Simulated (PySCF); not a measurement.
**Atomic charges by several schemes**

C₃H₈O₃SSi.
Structure used (GFN2-xTB), in Å, numbered top down from 1:
```xyz
16
C3H8O3SSi angstrom
C     -0.0603    2.1148    0.0230
O     -0.2360    0.7421    0.2990
Si     0.2733   -0.5896   -0.4378
O      1.8794   -0.9605   -0.1833
C      2.8567   -0.1470   -0.4798
O      2.7340    0.9365   -0.9701
S     -0.6740   -2.1799    0.5752
C     -2.4011   -1.6078    0.4696
H     -0.2250    2.6586    0.9528
H      0.9444    2.3086   -0.3505
H     -0.7916    2.4319   -0.7221
H      0.0529   -0.5868   -1.8776
H      3.8327   -0.5864   -0.2135
H     -2.7161   -1.6010   -0.5680
H     -3.0021   -2.3094    1.0368
H     -2.4748   -0.6152    0.8976
```

Density: PBE0/pcSseg-1 (PySCF); schemes: Mulliken, IAO, Hirshfeld and ESP-fitted. The structure is a single GFN2-xTB conformer in the gas phase; no vibrational or solvent corrections.

What partial charge does each atom carry?

In e:

```tsv
atom	environment	Mulliken	IAO	Hirshfeld	ESP-fitted
C1	methoxy carbon	-0.014	-0.202	-0.031	-0.205
O2	silyl ether oxygen	-0.637	-0.642	-0.219	-0.219
Si3	oxygen-bound silicon	+1.022	+1.220	+0.426	+0.531
O4	oxygen singly bound to a carbonyl carbon	-0.545	-0.574	-0.183	-0.399
C5	carbonyl carbon	+0.455	+0.419	+0.192	+0.641
O6	carbonyl oxygen	-0.417	-0.449	-0.234	-0.524
S7	sulfur bonded to C and Si	-0.298	-0.178	-0.098	-0.266
C8	S-methyl carbon	-0.408	-0.499	-0.114	-0.376
H9	methyl hydrogen	+0.119	+0.155	+0.051	+0.107
H10	methyl hydrogen	+0.134	+0.154	+0.035	+0.153
H11	methyl hydrogen	+0.105	+0.139	+0.046	+0.107
H12	Si–H hydrogen	-0.103	-0.168	-0.079	-0.043
H13	formyl hydrogen	+0.112	+0.134	+0.066	+0.022
H14	methyl hydrogen	+0.151	+0.155	+0.046	+0.144
H15	methyl hydrogen	+0.162	+0.172	+0.055	+0.206
H16	methyl hydrogen	+0.163	+0.165	+0.044	+0.123
```

Mean size of the charges over all atoms: IAO 0.339 e, Mulliken 0.303 e, ESP-fitted 0.254 e, Hirshfeld 0.120 e. Each set sums to the total charge, 0, to within 0.001 e. The ESP scheme fits charges at the nuclei, held to the total charge, to the electrostatic potential on points at 1.4 to 2.0 times the van der Waals radii. The Mulliken scheme gives each basis function's population to the atom it is centred on and halves the overlap population of two atoms between them.

Lowest charge. The schemes don't all agree: Mulliken O2 (-0.637); IAO O2 (-0.642); Hirshfeld O6 (-0.234); ESP-fitted O6 (-0.524).

Highest charge. The schemes don't all agree: Mulliken Si3 (+1.022); IAO Si3 (+1.220); Hirshfeld Si3 (+0.426); ESP-fitted C5 (+0.641).

How closely do the schemes follow one another over all atoms?

Correlation coefficient and root-mean-square difference: Mulliken with IAO 0.99, 0.082 e; Mulliken with Hirshfeld 0.98, 0.243 e; IAO with Hirshfeld 0.98, 0.288 e; Hirshfeld with ESP-fitted 0.90, 0.183 e; Mulliken with ESP-fitted 0.89, 0.183 e; IAO with ESP-fitted 0.88, 0.223 e.

How many electrons does the Mulliken scheme count on C1?

Z − q = 6 − (-0.014) = 6.014.

Sum the charges by element, for elements with more than one atom.

```tsv
element	atoms	Mulliken	IAO	Hirshfeld	ESP-fitted
C	3	+0.033	-0.282	+0.046	+0.060
O	3	-1.600	-1.665	-0.637	-1.142
H	8	+0.843	+0.906	+0.263	+0.817
```

These values come from a run that also computed NMR shieldings. On one thread of an Arm Neoverse N1, no GPU, on a shared host, this took 56 s of wall time and 0.78 GiB of memory at its peak.
